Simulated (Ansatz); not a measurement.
# Energy profile

The step: BSiH₃F₂ ([F][B]([F])[SiH3]) + H₂O → BHOF₂ ([OH][B]([F])[F]) + SiH₄; bonds formed: B1–O6, Si2–H5; bonds broken: B1–Si2, H5–O6 (atoms numbered as in the saddle structure below).

| atom | x (Å) | y (Å) | z (Å) |
| --- | --- | --- | --- |
| B1 | -0.4245 | -0.8777 | 0.2627 |
| Si2 | 0.9735 | 0.6808 | -0.6573 |
| F3 | -1.2875 | -1.2357 | -0.7119 |
| F4 | 0.3880 | -1.8169 | 0.7615 |
| H5 | -0.3901 | 0.5425 | 0.6970 |
| O6 | -1.1478 | -0.0944 | 1.3825 |
| H7 | 0.3836 | 1.8809 | -1.3138 |
| H8 | 2.1303 | 1.0997 | 0.1766 |
| H9 | 1.4356 | -0.2576 | -1.7115 |
| H10 | -2.0609 | 0.0784 | 1.1141 |

Electronic energies by CCSD(T) at an estimated basis limit (MP2 extrapolated from triple and quadruple zeta, plus CCSD(T) − MP2 in triple zeta), on PBE0-D4/def2-TZVP structures; BSiH$_{5}$OF$_{2}$, singlet; no counterpoise correction. Computed with Ansatz 0.2.0 (basis: def2-TZVPP and def2-QZVPP); correlated methods freeze the cores. Extrapolation: Hartree–Fock as exp(−7.88 √X), correlation as X^−2.97.

(1) Give the profile in eV, counted from the separated reactants. (Judge from chemistry; the value comes from the calculation.)

No T1 diagnostic of these runs exceeds 0.014.

Answers

(1) By the calculation:
```
                                                                                                                             point      eV
separated: BSiH$_{3}$F$_{2}$ (linked as [F][B]([F])[SiH3]; B1, Si2, F3, F4, H7, H8, H9; singlet) + H$_{2}$O (H5, O6, H10; singlet)   0.000
                                                                                                                   start structure  -0.226
                                                                                                                            saddle   1.068
                                                                                                                     end structure  -1.599
        separated: BHOF$_{2}$ (linked as [OH][B]([F])[F]; B1, F3, F4, O6, H10; singlet) + SiH$_{4}$ (Si2, H5, H7, H8, H9; singlet)  -1.543
```

For scale, one of the runs: CCSD(T)/def2-TZVPP, 236 basis functions, launched by `ansatz run in.yaml --threads 4 --pin off --events-out ev --progress --plain --max-ram 9574MiB`. The run took 2.2 min on 4 CPU threads of an Arm Neoverse V2 (shared host), with 4.6 GiB of host memory at its peak.
